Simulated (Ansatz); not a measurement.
System: sum formula Si2H3F3, charge 0, multiplicity 1. 
Coordinates optimised at B3LYP-D3(BJ)/def2-TZVP (Ansatz, an electronic-structure program):
```xyz
8

F     -1.8125    -1.5016     0.5221
Si    -1.4275    -0.0227     0.0132
Si     0.9017     0.0560    -0.3318
F      1.2524     1.4963    -0.9345
F      1.6590    -0.0713     1.0694
H     -1.8508     0.9539     1.0401
H     -2.1489     0.2302    -1.2541
H      1.4702    -0.9610    -1.2376
```

Dipole moments at this geometry, in debye (magnitudes).

| level | program | dipole (D) |
|---|---|---|
| BLYP/def2-TZVPD | Ansatz | 1.18 |
| B97M-V/def2-TZVPD | Ansatz | 1.10 |
| B3LYP/def2-TZVPD | Ansatz | 1.26 |
| BHLYP/def2-TZVPD | Ansatz | 1.36 |
| wB97M-V/def2-TZVPD | Ansatz | 1.24 |
| CCSD(T)/aug-cc-pV(D+d)Z | Ansatz | ___ |

Task: What belongs in the gaps?

Result: 
- CCSD(T)/aug-cc-pV(D+d)Z, dipole (D): 1.26
